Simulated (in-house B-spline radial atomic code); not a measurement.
Inner levels of thulium as electrons are removed. A shift is the extra binding of the orbital against the neutral atom ([Xe] 4f13 6s2). The density at the nucleus is averaged over the nuclear charge. Computed with an all-electron radial atomic-structure program (B-spline basis): Dirac-Hartree-Fock, average of the configuration, finite nuclei.

```
  ion  configuration  shift of 2p3/2 (eV)  shift of 2p1/2 (eV)  shift of 1s1/2 (eV)  radius of 2p3/2 (bohr)  radius of 2p1/2 (bohr)  radius of 1s1/2 (bohr)  Σ<r²> (bohr²)  change of density at nucleus (bohr⁻³)
Tm44+       [Ar] 3d7              2327.48              2335.63              2383.81                 0.07706                0.069818                0.020006        0.75757                               -3585.44
Tm45+       [Ar] 3d6                    ?                    ?                    ?                       ?                       ?                       ?              ?                                      ?
Tm46+       [Ar] 3d5               2626.3              2636.83              2692.86                0.076898                0.069697                0.020007        0.65782                               -2676.92
Tm47+       [Ar] 3d4              2778.85              2790.66              2850.99                0.076813                0.069634                0.020007        0.61033                               -2207.48
Tm48+       [Ar] 3d3              2933.49              2946.63              3011.53                0.076726                0.069568                0.020007        0.56434                               -1727.87
Tm49+       [Ar] 3d2               3090.2              3104.74              3174.48                0.076637                  0.0695                0.020007        0.51981                               -1238.08
Tm50+       [Ar] 3d1              3248.99              3264.98              3339.83                0.076545                0.069431                0.020007        0.47665                                -738.06
Tm51+   [Ne] 3s2 3p6              3409.85              3427.34              3507.59                 0.07645                0.069359                0.020008        0.43483                                -227.81
Tm52+   [Ne] 3s2 3p5                    ?                    ?                    ?                       ?                       ?                       ?              ?                                      ?
Tm53+   [Ne] 3s2 3p4              3713.17              3735.53              3860.26                0.076347                0.069274                0.020002         0.3354                                 474.22
Tm54+   [Ne] 3s2 3p3              3866.97              3891.84              4039.53                0.076255                0.069199                    0.02        0.28722                                 829.41
Tm55+   [Ne] 3s2 3p2                    ?                    ?                    ?                       ?                       ?                       ?              ?                                      ?
Tm56+   [Ne] 3s2 3p1              4178.84              4208.91              4403.95                0.076066                0.069043                0.019994         0.1938                                 1547.8
Tm57+       [Ne] 3s2               4336.9              4369.65               4589.1                0.075969                0.068964                0.019991        0.14852                                1910.85
Tm58+       [Ne] 3s1              4491.76              4526.99              4766.95                0.075881                0.068891                 0.01999         0.1023                               -11681.6
Tm59+   [He] 2s2 2p6               4647.8              4685.56               4946.4                0.075793                0.068818                0.019989        0.05687                               -25562.4
```

Question: Fill in the row of Tm45+.

Answer: shift of 2p3/2 (eV): 2475.84; shift of 2p1/2 (eV): 2485.15; shift of 1s1/2 (eV): 2537.13; radius of 2p3/2 (bohr): 0.07698; radius of 2p1/2 (bohr): 0.069759; radius of 1s1/2 (bohr): 0.020007; Σ<r²> (bohr²): 0.70687; change of density at nucleus (bohr⁻³): -3136.22.

Question: Fill in the row of Tm52+.

Answer: shift of 2p3/2 (eV): 3560.79; shift of 2p1/2 (eV): 3580.69; shift of 1s1/2 (eV): 3682.94; radius of 2p3/2 (bohr): 0.076438; radius of 2p1/2 (bohr): 0.069348; radius of 1s1/2 (bohr): 0.020005; Σ<r²> (bohr²): 0.38459; change of density at nucleus (bohr⁻³): 121.78.

Question: Fill in the row of Tm55+.

Answer: shift of 2p3/2 (eV): 4022.2; shift of 2p1/2 (eV): 4049.64; shift of 1s1/2 (eV): 4220.76; radius of 2p3/2 (bohr): 0.076161; radius of 2p1/2 (bohr): 0.069122; radius of 1s1/2 (bohr): 0.019997; Σ<r²> (bohr²): 0.24003; change of density at nucleus (bohr⁻³): 1187.31.
